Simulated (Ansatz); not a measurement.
The same path of H4Si + H8HfN4 (18 atoms, charge 0, multiplicity 1) was run twice with different band settings. Lost on the way: Si14–H18. Made: Hf1–Si14, N2–H18.

Theory: RKS PBE/def2-SVP (Ansatz 0.2.0).

Relaxed end points:

```xyz
18
Properties=species:S:1:pos:R:3
Hf 0.370 -0.188 0.049
N 0.716 -0.138 2.075
H -0.038 -0.158 2.774
H 1.607 -0.047 2.575
N 2.128 0.232 -0.933
H 2.835 -0.470 -1.183
H 2.416 1.127 -1.344
N -1.032 1.258 -0.428
H -1.729 1.249 -1.182
H -1.116 2.163 0.052
N -0.249 -2.063 -0.542
H -0.510 -2.867 0.040
H -0.338 -2.350 -1.525
Si -3.762 0.463 1.391
H -3.974 0.002 -0.023
H -5.016 0.177 2.176
H -3.506 1.943 1.437
H -2.627 -0.290 2.031
```

```xyz
18
Properties=species:S:1:pos:R:3
Hf -0.487 -0.110 -0.127
N -0.107 1.262 1.917
H -0.018 0.685 2.766
H 0.706 1.895 1.894
N 1.377 -0.775 0.475
H 1.884 -1.508 -0.036
H 1.975 -0.465 1.249
N -0.620 1.619 -1.233
H -1.528 1.891 -1.639
H 0.081 2.289 -1.569
N -0.977 -1.617 -1.433
H -1.048 -2.611 -1.176
H -1.319 -1.530 -2.398
Si -2.789 -0.618 1.414
H -4.086 -0.288 0.687
H -2.984 -2.065 1.837
H -2.946 0.141 2.734
H -0.938 1.850 2.077
```

Common settings: spring 5.0 eV/Å²; optimiser quadratic models (default); start path through a guess of the saddle point; force threshold 0.05 eV/Å; iteration limit 60; end points relaxed.

| run | movable images | climbing image |
| --- | --- | --- |
| 1 | 9 | yes |
| 2 | 1 | no |

(1) What does each run give, and how far can it be trusted?

Results:

(1) Run 1: converged after 31 iterations, highest image 1.036 eV above the first end. The profile has 2 maxima (images 1, 6) with wells between them (image 3): this band takes more than one step, which may be the mechanism or a detour left from its start path. A vibrational analysis at the climbing image gives one clearly imaginary mode, 1024i cm⁻¹: a first-order saddle point.
Run 2: converged after 26 iterations, highest image 0.353 eV above the first end. No image climbed, so the highest image needn't sit at the top of the path. A band with more images between the same ends climbed to 1.04 eV, so this one has probably stepped over the top. So few images can step over the top or miss a turn of the path.
The orbitals stay closed-shell, which can raise the energy where a bond breaks towards radicals; this wasn't checked here.
